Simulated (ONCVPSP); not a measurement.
## Varying the ONCV potential for nitrogen (N)

Base potential:

* Element: N (Z = 7)
* Generator: ONCVPSP 4.0.1
* Type: optimised norm-conserving Vanderbilt (ONCV)
* Functional: PBEsol
* Relativity: scalar-relativistic
* Frozen core: [He]
* Valence charge: 5
* Reference configuration: 2s1 2p4
* Partial waves: 2s: rc 1.10 bohr, ncon 4, nbas 8, qcut 6.4 1/bohr, local; 2p: rc 1.90 bohr, ncon 4, nbas 7, qcut 8.9 1/bohr, 2 projectors, debl 0.5 Ha
* Local potential: the s channel
* Core correction: Teter function, fcfact 5.25, rcfact 1.3

All-electron outer shells of the reference configuration (PBEsol, scalar-relativistic, ld1.x):

```json
{"shell": "1s", "level (eV)": "-383.89", "outermost node (bohr)": "–", "outermost maximum (bohr)": "0.15"}
{"shell": "2s", "level (eV)": "-18.91", "outermost node (bohr)": "0.32", "outermost maximum (bohr)": "1.02"}
{"shell": "2p", "level (eV)": "-7.46", "outermost node (bohr)": "–", "outermost maximum (bohr)": "0.97"}
```

Cutoffs, loose and tight: the cutoffs (Ha) at which the residual kinetic energy of the hardest occupied pseudo-wave falls to 1 and 0.1 mHa per electron. They do not see the model core or the augmentation charge, which bear on the density cutoff. Test errors are all-electron minus pseudo excitation energies from the reference, over the configurations 2s2 2p3; 2s2 2p2; 2s2 2p1; 2s0 2p5. A dash means not determined; rows that change the core or the reference have their own tests.

```tsv
change	outcome	cutoff, loose	cutoff, tight	bound ghosts	GHOST(+) flags above zero	largest test error (meV)
base	generated	23 Ha	125 Ha	none	none	+449
s: qcut 9.9	generated	30 Ha	38 Ha	none	none	+397
reference 2s2 2p3	generated	23 Ha	125 Ha	none	none	+1075
core correction Teter function, fcfact 5.25, rcfact 1.68	generated	23 Ha	125 Ha	none	none	+422
s: ncon 5, nbas 9	generated	44 Ha	163 Ha	none	none	+427
all radii but the core radius scaled by about 1.11 (s 1.22, p 2.12 bohr)	generated	20 Ha	86 Ha	none	none	+610
p: qcut 11.7	generated	25 Ha	125 Ha	none	none	+335
```

(1) What comes out with this change to the base: s: qcut 7.9; p: qcut 10.9?

Answers

(1) outcome: generated; cutoff, loose: 25 Ha; cutoff, tight: 33 Ha; bound ghosts: none; GHOST(+) flags above zero: none; largest test error (meV): +365.
